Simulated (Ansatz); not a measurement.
Molecule: BiCl$_{2}$, net charge 1, singlet state. 
Structure (B3LYP-D3(BJ)/def2-TZVP (Ansatz, a program for electronic structure) minimum search):
```
Bi
Cl 1 2.3662
Cl 1 2.3662 2 99.55
```
Charge +1, spin multiplicity 1.

Task: Give the harmonic wavenumbers at B3LYP-D3(BJ)/def2-TZVP (Ansatz, finite differences of forces, unscaled).

Result: 120, 373, 387 cm⁻¹. Zero-point energy 1.3 kcal/mol.

Task: From these and the geometry, give the ideal-gas thermochemistry at 298.15 K and 1 atm (rigid rotor, harmonic oscillator).

Result: Point group C2v, rotational symmetry number 2. Rotational constants 4.088, 2.184, 1.424 GHz. S(trans) 42.79, S(rot) 26.25, S(vib) 5.18, S(elec, spin only) 0.00, S 74.2 cal/(mol K). H(298) - H(0) 3.22 kcal/mol; G - E(el) -17.6 kcal/mol.
